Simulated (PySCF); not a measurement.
Species: H9NSSi3.
Cartesian coordinates in Å at the GFN2-xTB level; atoms count from 1:
```
atom  x, y, z in Å
Si1   -3.0515    0.2413   -0.0778
N2    -1.3952    0.7061    0.1371
Si3   -0.0062   -0.2841   -0.0243
S4     1.6320    1.0848    0.2166
Si5    3.3213   -0.2107    0.0593
H6    -3.8431    1.3898    0.3540
H7    -3.2821   -0.9442    0.7460
H8    -3.3061   -0.0884   -1.4829
H9    -1.2147    1.6871    0.2740
H10    0.0604   -1.2945    1.0276
H11    0.0921   -0.9043   -1.3434
H12    3.2443   -1.2128    1.1152
H13    3.2988   -0.8584   -1.2467
H14    4.4493    0.6877    0.2232
```

Theory: PBE0/pcSseg-1 in PySCF (dipole) on a GFN2-xTB geometry, gas phase.

Masses are those of the commonest isotopes; rigid-rotor values at the optimised geometry. The values belong to one conformer with, in the numbering `[SiH3:1][NH:2][SiH2:3][S:4][SiH3:5]`, Si1–N2–Si3–S4 175°, N2–Si3–S4–Si5 179°.

Problem. What are A, B and C (cm⁻¹)?

Solution. Ia = 60.91, Ib = 759.72, Ic = 803.12 u·Å²; 505379 MHz·u·Å²/I gives 8298, 665.2 and 629.3 MHz, that is A = 0.27678, B = 0.02219, C = 0.02099 cm⁻¹.

Problem. What kind of rotor is it?

Solution. A near-prolate asymmetric top: κ = (2 × 665.2 − 8298 − 629.3)/(8298 − 629.3) = -0.99.

Problem. What does the inertial defect say?

Solution. Not planar: Δ = Ic − Ia − Ib = -17.50 u·Å². For a rigid frame Δ = −2 Σ m c², so Σ m c² = 8.75 u·Å² lies off the ab plane: 8.66 from hydrogen and 0.09 from heavier atoms. The atom farthest from that plane is 1.35 Å away.

Problem. Give the other two planar moments, Paa and Pbb, and the rms extents of the mass along the axes.

Solution. Paa = Σ m a² = (Ib + Ic − Ia)/2 = 750.97 and Pbb = Σ m b² = (Ia + Ic − Ib)/2 = 52.15 u·Å². With the mass M = 138.98 u, the rms extents √(P/M) along a, b and c are 2.32, 0.61, 0.25 Å.

Problem. Which lines would a microwave search look for?

Solution. The dipole components are |μa| = 0.17 D, |μb| = 0.70 D, |μc| = 0.05 D. Intensities carry the squares of the components, which stand as 0.06 : 1.00 : 0.00 (a : b : c). Some lines, for components of 0.1 D or more:

```tsv
type	branch	J(Ka,Kc)	MHz	lower level (cm⁻¹)
a	Q	4(1,3) ← 4(1,4)	359	0.681
a	R	1(0,1) ← 0(0,0)	1294	0.000
a	R	2(1,2) ← 1(1,1)	2553	0.298
a	R	2(1,1) ← 1(1,0)	2625	0.299
a	R	3(0,3) ← 2(0,2)	3883	0.130
a	R	3(2,1) ← 2(2,0)	3884	1.150
a	R	4(2,2) ← 3(2,1)	5179	1.280
a	R	5(3,3) ← 4(3,2)	6473	2.729
a	R	5(3,2) ← 4(3,1)	6473	2.729
b	Q	1(1,0) ← 1(0,1)	7668	0.043
b	Q	2(1,1) ← 2(0,2)	7704	0.130
b	Q	3(1,2) ← 3(0,3)	7759	0.259
b	R	5(1,5) ← 4(0,4)	13854	0.432
b	Q	3(2,1) ← 3(1,2)	22844	0.518
b	Q	2(2,1) ← 2(1,2)	23005	0.383
b	Q	4(2,3) ← 4(1,4)	23131	0.681
b	R	2(2,1) ← 1(1,0)	25522	0.299
b	R	2(2,0) ← 1(1,1)	25558	0.298
b	R	3(2,2) ← 2(1,1)	26781	0.387
b	R	4(2,3) ← 3(1,2)	28021	0.518
b	R	4(2,2) ← 3(1,3)	28239	0.511
b	Q	4(3,1) ← 4(2,2)	38251	1.453
b	Q	3(3,1) ← 3(2,2)	38252	1.280
b	Q	5(3,3) ← 5(2,4)	38253	1.668
b	R	3(3,0) ← 2(2,1)	42136	1.150
b	Q	4(4,0) ← 4(3,1)	53553	2.729
b	Q	5(5,0) ← 5(4,1)	68854	4.731
b	R	5(5,0) ← 4(4,1)	75326	4.515
```

Not checked by GFN2-xTB frequencies. Constants of a rigid frame at the computed geometry: no zero-point averaging, no centrifugal distortion. A rigid rotor knows nothing of internal rotation, which can split or shift real lines. Quadrupole hyperfine structure (14N) is left out.
